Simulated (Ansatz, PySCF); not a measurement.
Isomers of CH4OSi. All species are isolated molecules in the gas phase. One relaxed conformer stands for each flexible species; it need not be the lowest. Strings in code marks are SMILES.

Quantity: electronic energy of isomers of CH4OSi relative to `C[SiH]=O`, in kJ/mol. The restricted reference of `OC=[SiH2]` is unstable towards unrestricted orbitals.

Level 1: frozen-core CCSD(T)/cc-pVQZ // B3LYP-D3(BJ)/def2-TZVP (Ansatz, a quantum-chemistry and plane-wave program)
Level 2: PBE-D3(BJ)/def2-TZVP // B3LYP-D3(BJ)/def2-TZVP (PySCF)
Level 3: B3LYP/3-21G // B3LYP-D3(BJ)/def2-TZVP (PySCF)
Level 4: B3LYP/6-311+G** // B3LYP-D3(BJ)/def2-TZVP (PySCF)

| species | level 1 | level 2 | level 3 | level 4 |
|---|---|---|---|---|
| `C1O[SiH2]1` | 107.1 | 105.3 | 118.4 | 112.1 |
| `OC=[SiH2]` (H–O–C–Si torsion 164°) | 237.8 | 226.2 | 215.3 | 216.3 |
| `C=[SiH]O` (C–Si–O–H torsion 0°) | 49.1 | 58.5 | 62.9 | 51.3 |
